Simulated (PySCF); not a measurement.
## Electron correlation in Al (aluminium, neutral)

[Ne] 3s2 3d1, 2D determinant (an excited configuration). All numbers are calculated (PySCF 2.14, scalar relativity by spin-free X2C-1e, in x2c-QZVPPall with one added diffuse shell each of s, p, d, f type (10s7p5d3f1g, 86 functions)). Frozen: 1s2; 11 electrons correlated.

```
  level  correlation energy (mhartree)
   CCSD                        -224.26
    (T)                          -7.38
CCSD(T)                        -231.64
```

Diagnostics: T1 = 0.036, D1 = 0.1669, largest double amplitude 0.253.

The outer electron is Rydberg-like, and this basis confines it to a smaller radius and binds it less than a complete one would. T1 exceeds 0.03, a sign that the reference determinant is poor. A double-excitation amplitude exceeds 0.15, a sign of near-degeneracy.

Cost of the coupled-cluster step: about 60 core-seconds, for 11 correlated electrons.

This basis was not built for core-valence correlation, so the inner-shell part is incomplete.
